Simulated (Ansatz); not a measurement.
The Se4–H5 bond of H3InSe (SMILES [SeH][InH2]) is stretched (multiplicity 1, the rest rigid).
Geometry at rest (charge 0, multiplicity 1):
```xyz
5

In     0.223     0.018    -0.990
H     -1.022    -0.562    -2.020
H      1.781     0.621    -1.393
Se    -0.372    -0.043     1.471
H      0.926     0.514     1.884
```

Correlated levels freeze the cores. Filled d and f shells under p-block atoms count as core.

The values were computed with Ansatz (an electronic-structure program) with Gaussian orbitals. Values without a source in brackets are computed. In def2 rows elements past Kr take small-core potentials, without spin–orbit coupling.

Energies above the point at 1.472 Å (the B3LYP-D3(BJ) bond length), FIC-MRCISD+Q on CASSCF(4,3)/def2-TZVPP (kcal/mol): 6.75 at 1.324 Å; 4.32 at 1.619 Å; 81.85 at 4.709 Å.

### Question
Take the last value as the depth D of a Morse curve D(1 − e^(−a(R − R₀)))², fit a and R₀ to the two near points, and test it at 1.987 and 2.575 Å.

### Answer

With D = 81.9, both near points (counted from the curve's value at 1.472 Å) are met by a = 1.74 Å⁻¹ and R₀ = 1.469 Å, so k = 2Da² = 498 kcal/(mol Å²). The curve then gives 28.9 and 59.8 kcal/mol; the level itself gives 30.5 and 65.2, so Morse is off by -1.6 and -5.4.

Doubts at one or more of the structures used: active orbitals that take no part (FIC-MRCISD+Q on CASSCF(4,3)/def2-TZVPP).
